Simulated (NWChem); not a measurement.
Molecule: BHOF$_{2}$; SMILES OB(F)F

```xyz
5

B     -0.0234    -0.0085     0.0000
F      1.2972    -0.1393     0.0000
F     -0.7587    -1.1014     0.0000
O     -0.6196     1.1941     0.0000
H      0.0077     1.9240     0.0000
```
Atoms are numbered in this order, from 1.

Results from NWChem. Geometry: optimised at PBE0/def2-SVP. B3LYP is NWChem's, with the RPA form of VWN correlation. Core excitations by TDA in a window of 1s orbitals, non-relativistic and unshifted: absolute energies depend strongly on the exact-exchange share.

Problem. What does the run give for B K edge, B3LYP/cc-pVTZ? Quantities: first 1s excitation (eV); dipole oscillator strength of the first; first state with f > 0.002 (eV); dipole oscillator strength of that state.

Solution. 
```yaml
first 1s excitation (eV): 185.7
dipole_oscillator_strength_of_the_first: 0.0724
first state with f > 0.002 (eV): 185.7
dipole_oscillator_strength_of_that_state: 0.0724
```
